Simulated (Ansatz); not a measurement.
Reaction (formal exchange of groups at a C–C bond): `CCN[SiH2]Cl` + `C=C` → `C=CCN[SiH2]Cl` + CH₄

Calculated with Ansatz (gas phase, PBE0-D4/def2-TZVP geometries, no zero-point term in ΔE). CCSD(T)/CBS is the MP2 limit (def2-TZVPP, def2-QZVPP) plus CCSD(T) − MP2 in def2-TZVPP, frozen cores. This one scheme is used for every species. Functionals use def2-TZVPP. B3LYP here is the variant with VWN-RPA as its local correlation; programs differ in this. One conformer a species, not always the lowest.

`CCN[SiH2]Cl`:

Z-matrix (Å, degrees):
```
C
C 1 1.519
H 1 1.092 2 110.9
H 1 1.094 2 110.8 3 -119.8
H 1 1.093 2 110.8 3 120.6
N 2 1.453 1 113.9 3 59.8
H 2 1.095 1 109.7 3 -61.0
H 2 1.096 1 109.9 3 -177.3
Si 6 1.696 2 124.5 1 -95.7
H 6 1.009 2 113.5 1 61.1
Cl 9 2.077 6 115.2 2 70.6
H 9 1.479 6 108.2 2 -170.8
H 9 1.480 6 108.8 2 -46.7
```

`C=C`:

Z-matrix (Å, degrees):
```
C
C 1 1.323
H 1 1.085 2 121.7
H 1 1.085 2 121.7 3 -180.0
H 2 1.085 1 121.7 3 -0.0
H 2 1.085 1 121.7 3 -180.0
```

`C=CCN[SiH2]Cl`:

Z-matrix (Å, degrees):
```
C
C 1 1.496
N 1 1.444 2 114.2
H 1 1.100 2 108.6 3 125.2
H 1 1.098 2 108.6 3 -121.1
C 2 1.324 1 125.6 3 6.2
H 2 1.088 1 114.7 3 -173.4
Si 3 1.697 1 124.4 2 -139.8
H 3 1.009 1 113.4 2 62.0
H 6 1.083 2 121.2 1 -179.7
H 6 1.084 2 121.3 1 1.2
Cl 8 2.073 3 114.6 1 -71.5
H 8 1.479 3 108.2 1 170.0
H 8 1.479 3 108.8 1 45.9
```

CH₄:

Z-matrix (Å, degrees):
```
C
H 1 1.090
H 1 1.090 2 109.5
H 1 1.090 2 109.5 3 -120.0
H 1 1.090 2 109.5 3 120.0
```

```
             level  ΔE (kJ/mol)
          B3LYP-D4        -19.4
           ωB97M-V        -18.0
            B2PLYP        -17.7
            r2SCAN        -21.0
    MP2/def2-TZVPP        -20.1
CCSD(T)/def2-TZVPP        -17.0
SCS-MP2/def2-QZVPP        -16.6
    CCSD/CBS(def2)        -15.2
```

Q: What does CCSD(T)/CBS give? (Best estimate.)

A: The calculation gave: -16.4 kJ/mol. The listed levels differ from it by -3.0, -1.6, -1.3, -4.6, -3.7, -0.6, -0.2, 1.2 kJ/mol.

Largest T1 diagnostic among the species: 0.011.

In def2-TZVPP, CCSD(T) changes the Hartree–Fock value by −4.9 kJ/mol (the triples alone add −1.2 kJ/mol) and MP2 by −7.9 kJ/mol.
